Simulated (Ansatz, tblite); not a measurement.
Cost and result up the ladder for CrF₂ (3 atoms). Total charge 0; quintet. Geometry: B3LYP-D4/def2-TZVP.

```csv
atom,x (Å),y (Å),z (Å)
Cr1,0.366,0.156,-0.162
F2,-0.212,-1.239,-1.099
F3,-0.154,1.083,1.261
```

Ansatz on 2 threads of Arm Neoverse V2 on a shared host; xTB runs through tblite on one thread. Times are rough, summed over both states, and most runs start from the orbitals of an earlier one. CCSD(T)/def2-TZVPP serves as the yardstick here, not as an exact answer. The other state is a quartet, and no other spin of it was run.

The xTB rows come from tblite. LC-ωPBE has ω = 0.4 bohr⁻¹. Correlated methods freeze 7 core orbitals; core or outer-core shells of Cr are correlated, in sets that lack core-valence functions.

Correlated methods converge slowly with the basis.

Raw xTB energies of ions are shifted by several eV, and xTB has no spin-polarisation term.

| level | functions | wall time |
| --- | --- | --- |
| GFN1-xTB | 17 | 0.005 s |
| GFN2-xTB | 17 | 0.006 s |
| HF/def2-TZVP | 107 | 3.2 s |
| PBE-D4/def2-TZVP | 107 | 3.5 s |
| BLYP-D4/def2-TZVP | 107 | 5.4 s |
| LC-ωPBE/def2-TZVP | 107 | 8.6 s |
| PBE0-D4/def2-TZVP (with forces) | 107 | 12 s |
| BHLYP-D4/def2-TZVP | 107 | 12 s |
| r2SCAN-D4/def2-TZVP (with forces) | 107 | 12 s |
| CCSD(T)/def2-TZVPP | 126 | 32 s |
| ωB97M-V/def2-TZVP | 107 | 38 s |

(1) Estimate what each level gives for the vertical IE (eV).

Answers

(1) 
```
                            level  vertical IE (eV)  difference from CCSD(T)/def2-TZVPP (eV)
                         GFN1-xTB             17.60                                     7.54
                         GFN2-xTB             14.85                                     4.79
                     HF/def2-TZVP             10.39                                     0.33
                 PBE-D4/def2-TZVP              9.66                                    -0.40
                BLYP-D4/def2-TZVP              9.57                                    -0.49
                LC-ωPBE/def2-TZVP             10.27                                     0.21
  PBE0-D4/def2-TZVP (with forces)             10.12                                     0.06
               BHLYP-D4/def2-TZVP             10.47                                     0.41
r2SCAN-D4/def2-TZVP (with forces)              9.91                                    -0.15
               CCSD(T)/def2-TZVPP             10.06                                     0.00
                ωB97M-V/def2-TZVP             10.10                                     0.04
```
